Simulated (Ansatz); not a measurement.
Basis sets compared for GeMe2(NEt2)2 (C₁₀H₂₆GeN₂). Charge 0, multiplicity 1. Geometry PBE-D4/def2-SVP. Ansatz on 2 threads of AMD EPYC 7R13 on a shared host and a share (18 GiB) of an NVIDIA H100 80GB HBM3; times are rough, and most runs start from earlier orbitals.

```xyz
39

Ge    0.183   -0.853    0.678
C     0.543   -0.674    2.605
H    -0.172   -1.266    3.211
H     0.484    0.385    2.922
H     1.566   -1.045    2.813
C     0.200   -2.738    0.111
H     0.043   -2.820   -0.983
H    -0.623   -3.272    0.624
H     1.155   -3.237    0.370
N     1.419    0.041   -0.382
C     1.489    1.492   -0.327
C     2.579    2.045    0.603
C     2.396   -0.635   -1.221
C     2.044   -0.638   -2.715
H     0.496    1.875   -0.003
H     1.640    1.905   -1.354
H     2.398    1.739    1.654
H     3.585    1.673    0.316
H     2.613    3.154    0.569
H     3.405   -0.174   -1.084
H     2.516   -1.684   -0.876
H     1.100   -1.191   -2.897
H     1.904    0.394   -3.099
H     2.846   -1.113   -3.319
N    -1.444   -0.022    0.349
C    -1.897    0.133   -1.024
C    -2.917   -0.919   -1.480
C    -2.323    0.475    1.395
C    -2.232    1.990    1.628
H    -1.005    0.100   -1.689
H    -2.331    1.152   -1.171
H    -2.481   -1.938   -1.443
H    -3.818   -0.918   -0.830
H    -3.257   -0.727   -2.519
H    -3.381    0.205    1.163
H    -2.099   -0.051    2.347
H    -1.218    2.276    1.976
H    -2.435    2.554    0.694
H    -2.967    2.328    2.389
```

The 6-31G sets use Cartesian d functions. B3LYP takes the VWN-RPA correlation. Single mean-field runs in def2-TZVP are fitted with def2-universal-jkfit.

Binding counts from free atoms (Ge triplet, C triplet, H doublet, N quartet) in the same basis, without a counterpoise term.

| level | functions | energy (Eh) | HOMO (eV) | LUMO (eV) | binding per atom (eV) | wall time |
| --- | --- | --- | --- | --- | --- | --- |
| PBE-D4/def2-SVP | 330 | -2581.6394 | -4.31 | 0.38 | 4.11 | 4.2 s |
| B3LYP-D4/6-31G | 189 | -2582.9008 | -5.15 | 1.40 | 3.96 | 4 s |
| PBE0-D4/def2-SVP | 330 | -2581.7878 | -5.62 | 1.22 | 4.06 | 3 s |

(1) Estimate the rows for PBE-D4/def2-TZVP (with forces), B3LYP-D4/def2-TZVP, PBE0-D4/def2-TZVP.

## Answers

(1) 
```tsv
level	functions	energy (Eh)	HOMO (eV)	LUMO (eV)	binding per atom (eV)	wall time
PBE-D4/def2-TZVP (with forces)	576	-2582.4501	-4.45	-0.09	4.07	7.5 s
B3LYP-D4/def2-TZVP	576	-2583.5586	-5.51	0.41	4.00	7.5 s
PBE0-D4/def2-TZVP	576	-2582.5837	-5.71	0.71	4.02	6.5 s
```
